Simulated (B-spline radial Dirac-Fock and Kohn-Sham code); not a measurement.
## Scattering functions of Yb¹⁷⁺

System: the Yb¹⁷⁺ ion in the configuration [Kr] 4d10 4f7.

Calculated with a radial atomic solver, using relativistic Hartree-Fock (Dirac-Fock) wave functions, averaged over the configuration. f₀ is the Fourier transform of the spherical electron density, S the Waller-Hartree incoherent function, and s = sin θ/λ.

```
s (Å⁻¹)      f₀       S
      0  53.000   0.000
   0.07  52.680   0.253
   0.09  52.472   0.416
    0.1  52.350   0.512
   0.12  52.068   0.732
   0.15  51.555   1.128
   0.18  50.941   1.599
   0.21  50.230   2.136
   0.26  48.853   3.157
   0.31  47.268   4.302
   0.37  45.150   5.785
   0.44  42.477   7.593
   0.53  38.894   9.930
   0.64  34.576  12.677
   0.77  29.927  15.681
   0.92  25.483  18.823
    1.1  21.528  22.219
   1.32  18.337  25.903
   1.59  15.860  29.734
    1.9  13.753  33.212
   2.28  11.417  36.406
   2.74   8.932  39.264
   3.29   6.828  41.824
```

f₀ starts at the number of electrons, 53, and has fallen to half at s ≈ 0.89 Å⁻¹. The sum of ⟨r²⟩ over the electrons is 8.916 bohr².
